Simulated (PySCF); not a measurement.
# Nuclear quadrupole coupling in `C[Si]1(C)S[Si](C)(C)[Si](C)(C)S[Si]1(C)C`

Species: C8H24S2Si4.
SMILES with atom numbers: `[CH3:1][Si:2]1([CH3:3])[S:4][Si:5]([CH3:6])([CH3:7])[Si:8]([CH3:9])([CH3:10])[S:11][Si:12]1([CH3:13])[CH3:14]` (hydrogens: H15, H16, H17 on C1; H18, H19, H20 on C3; H21, H22, H23 on C6; H24, H25, H26 on C7; H27, H28, H29 on C9; H30, H31, H32 on C10; H33, H34, H35 on C13; H36, H37, H38 on C14)

Structure used (PBE0-D3(BJ)/def2-SVP), in Å, numbered top down from 1:
```xyz
38
C8H24S2Si4 angstrom
C     -1.840   -2.183   -1.208
Si    -1.795   -1.053    0.295
C     -3.286   -1.384    1.395
S     -0.106   -1.464    1.597
Si     1.684   -1.174    0.407
C      3.078   -1.524    1.624
C      1.790   -2.375   -1.037
Si     1.773    1.045   -0.331
C      3.244    1.320   -1.472
C      1.883    2.216    1.138
S      0.064    1.468   -1.600
Si    -1.706    1.185   -0.378
C     -3.116    1.607   -1.552
C     -1.753    2.331    1.113
H     -1.106   -1.866   -1.963
H     -1.631   -3.227   -0.926
H     -2.840   -2.140   -1.670
H     -4.218   -1.190    0.840
H     -3.296   -2.433    1.730
H     -3.273   -0.740    2.287
H      3.009   -2.555    2.006
H      3.035   -0.837    2.482
H      4.056   -1.403    1.130
H      1.565   -3.402   -0.708
H      2.811   -2.357   -1.452
H      1.093   -2.105   -1.842
H      4.186    1.122   -0.935
H      3.198    0.654   -2.347
H      3.265    2.360   -1.834
H      2.886    2.143    1.589
H      1.718    3.258    0.823
H      1.144    1.962    1.912
H     -3.104    0.956   -2.439
H     -4.086    1.486   -1.044
H     -3.033    2.652   -1.893
H     -1.073    1.985    1.904
H     -1.475    3.359    0.831
H     -2.774    2.348    1.528
```

Field gradients from the PBE0/pcSseg-1 density (PySCF, non-relativistic), principal values in atomic units, ordered |Vxx| ≤ |Vyy| ≤ |Vzz|:

```json
{"atom": "S4", "Vxx": "0.2667", "Vyy": "1.2266", "Vzz": "-1.4934"}
{"atom": "S11", "Vxx": "0.2673", "Vyy": "1.2259", "Vzz": "-1.4932"}
```

Q: Find the asymmetry η = (Vxx − Vyy)/Vzz and the couplings χ = eQV/h (234.96 MHz × Q in barn × V in au), with Q(33S) = −0.0678 b.

A: 
```json
{"atom": "S4", "environment": "sulfur bonded to 2 Si", "nucleus": "33S", "η": "0.64", "χzz (MHz)": "23.79", "χxx (MHz)": "-4.25", "χyy (MHz)": "-19.54"}
{"atom": "S11", "environment": "sulfur bonded to 2 Si", "nucleus": "33S", "η": "0.64", "χzz (MHz)": "23.79", "χxx (MHz)": "-4.26", "χyy (MHz)": "-19.53"}
```

The tensor is traceless: Vxx + Vyy + Vzz = 0.

Q: What is Vzz at S11 in SI units (1 au = 9.71736 × 10²¹ V/m²)?

A: -1.4932 au = -14.510 × 10²¹ V/m².

Q: And the gradient at the other heavy atoms, for which no coupling is worked out here?

A: 
```csv
atom,environment,Vzz (au),η
C1,Si-methyl carbon,-0.063,0.29
Si2,four-coordinate silicon,0.588,0.00
C3,Si-methyl carbon,-0.062,0.28
Si5,four-coordinate silicon,0.582,0.02
C6,Si-methyl carbon,-0.063,0.29
C7,Si-methyl carbon,-0.063,0.30
Si8,four-coordinate silicon,0.581,0.00
C9,Si-methyl carbon,-0.063,0.29
C10,Si-methyl carbon,-0.063,0.29
Si12,four-coordinate silicon,0.588,0.01
C13,Si-methyl carbon,-0.062,0.28
C14,Si-methyl carbon,-0.063,0.31
```

Were the hydrogens deuterons (Q(2H) = 0.00286 b), χzz would run from 199 kHz (H38, H25, H30, H18 and 8 more) to 202 kHz (H26, H32 and H36).

The structure is a single PBE0-D3(BJ)/def2-SVP conformer in the gas phase; no vibrational or solvent corrections. A larger basis could move these couplings by a tenth or more.
